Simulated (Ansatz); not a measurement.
Si₆Te₆⁻. The state is a doublet with charge -1. Geometry PBE-D4/def2-SVP, that of the neutral singlet; atoms count from 1.

```xyz
12

Si   -2.5078   -2.3025    0.1019
Si    2.3236    1.8283   -1.2603
Si    2.3390    0.7760    2.0766
Si   -1.3162    1.5363    1.7293
Si   -0.2958   -0.3485   -1.5995
Si    0.1673   -0.2402    1.9831
Te   -1.0481   -2.6324   -2.1620
Te    0.5410    1.3822   -3.1856
Te   -2.4351    0.4151   -0.3971
Te    1.9999   -0.6496   -0.2281
Te    0.9148    2.7924    0.8845
Te   -0.6826   -2.5571    2.0573
```

In the def2 sets Te takes a core potential; there is no spin–orbit coupling. The structure comes from a short search, and lower isomers may exist.

(1) Estimate the Mulliken populations from the PBE0/def2-SVP orbitals of Ansatz.

(2) Where does the spin sit?

(3) And the Mayer bond orders between bonded heavy atoms (over 0.3)?

Answers

(1) 
```csv
atom,charge (e),spin (α − β)
Si1,0.04,0.01
Si2,0.06,0.08
Si3,0.03,0.10
Si4,0.05,0.02
Si5,0.09,0.20
Si6,-0.16,0.13
Te7,-0.26,0.13
Te8,-0.28,0.10
Te9,-0.10,0.14
Te10,-0.05,0.04
Te11,-0.20,0.02
Te12,-0.23,0.03
```
Mulliken values and Mayer orders depend strongly on the basis.

(2) Summed by element: Si 0.53, Te 0.47, of 1 unpaired in all. Largest on single atoms: Si5 0.20, Te9 0.14, Te7 0.13.

(3) Si1–Te7 0.84 (2.71 Å); Si1–Te9 0.72 (2.76 Å); Si1–Te12 0.85 (2.69 Å); Si2–Te8 0.91 (2.66 Å); Si2–Te10 0.75 (2.70 Å); Si2–Te11 0.69 (2.74 Å); Si3–Si6 0.80 (2.40 Å); Si3–Te10 0.69 (2.73 Å); Si3–Te11 0.77 (2.74 Å); Si4–Si6 0.94 (2.33 Å); Si4–Te9 0.74 (2.65 Å); Si4–Te11 0.71 (2.70 Å); Si5–Te7 1.03 (2.47 Å); Si5–Te8 0.98 (2.49 Å); Si5–Te9 0.79 (2.57 Å); Si5–Te10 0.49 (2.69 Å); Si6–Te10 0.49 (2.90 Å); Si6–Te12 1.08 (2.47 Å).
